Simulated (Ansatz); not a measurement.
Reaction (cleavage of the Si–B bond): `FB(S)[SiH2][SiH3]` + `OBCl` → `[SiH3][SiH2]OBCl` + `FBS`

Computed with Ansatz on PBE0-D4/def2-TZVP structures; ΔE is electronic, products minus reactants. CCSD(T)/CBS adds triple-zeta CCSD(T) − MP2 to the extrapolated MP2 energy (def2 sets, frozen cores). This one scheme is used for every species. DFT in def2-TZVPP. Each species was taken in one conformer, which may not be the lowest.

(1) Is it downhill or uphill in electronic energy at CCSD(T)/CBS, and by how much? (Estimate.)

(2) What do these levels give: PBE-D4, ωB97X-V, ωB97M-V, MP2/def2-TZVPP, CCSD/def2-TZVPP, MP2/CBS(def2)? (Estimate.)

Largest T1 diagnostic among the species: 0.015.

## Answers

(1) Ansatz gave: Downhill: ΔE = -0.92 eV.

(2) Computed: PBE-D4 -0.68, ωB97X-V -0.91, ωB97M-V -0.93, MP2/def2-TZVPP -0.97, CCSD/def2-TZVPP -0.96, MP2/CBS(def2) -0.98 eV.

From PBE to PBE0 (25 % exact exchange), in def2-TZVPP and without D4, ΔE moves by −0.09 eV. In def2-TZVPP, CCSD(T) changes the Hartree–Fock value by +0.28 eV (the triples alone add +0.04 eV) and MP2 by +0.22 eV.
